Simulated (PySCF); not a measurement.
Species: [MoO4]2- (charge -2 and singlet state).
Bonds: Mo1–O2, Mo1–O3, Mo1–O4, Mo1–O5.

Computed with PySCF 2.14.0, PBE0-D3(BJ)/def2-SVP geometry optimisation, gas phase, def2 core potentials past Kr.

Problem. Give the optimised bond lengths and angles.

Solution. 
```csv
bond,length (bohr)
Mo1–O2 and 3 like bonds,3.337
```

Bonds in one row agree within 0.02 bohr and their mean is given. A selection of angles:
```csv
angle,degrees
O2–Mo1–O3,109.4
```

All 4 Mo–O bonds measure 1.766 Å. Mo1 (molybdenum bonded to 4 O) is tetrahedral (angles from 109.4° to 109.5°).

Point group: Td (tolerance 0.08 Å). Whether it is a minimum is left open (no frequencies). Whether so highly charged an anion holds all its electrons in the gas phase wasn't checked; a finite basis holds them in any case. No counter-ion or solvent screens the charge of this multiply charged ion. The geometry's basis has no diffuse functions, a weakness for an anion.


Species: phosphorus tribromide, PBr3.
Bonds: Br1–P2, P2–Br3, P2–Br4.

Method: PBE0-D3(BJ)/def2-SVP geometry optimisation, gas phase in PySCF 2.14.0.

Task: What internal coordinates does the optimisation give?

Result: 
| bond | length (Å) |
| --- | --- |
| Br1–P2, P2–Br3, P2–Br4 | 2.235 |

Bonds in one row agree within 0.01 Å and their mean is given. A selection of angles:
| angle | degrees |
| --- | --- |
| Br1–P2–Br3 | 101.3 |

All 3 Br–P bonds measure 2.233 to 2.237 Å. P2 (three-coordinate phosphorus) is pyramidal (angles 101.5°, 101.3° and 101.3°, sum 304.1°, 1.00 Å off the plane of its three neighbours).

Point group: C3v (every atom within 0.08 Å of its image). No PBE0-D3(BJ)/def2-SVP frequencies stand behind this structure, so it isn't proved a minimum.

On an Arm Neoverse N1 with one thread, on a shared host, this took 67 s of wall time and 0.50 GiB of memory at its peak. This is the geometry optimisation.
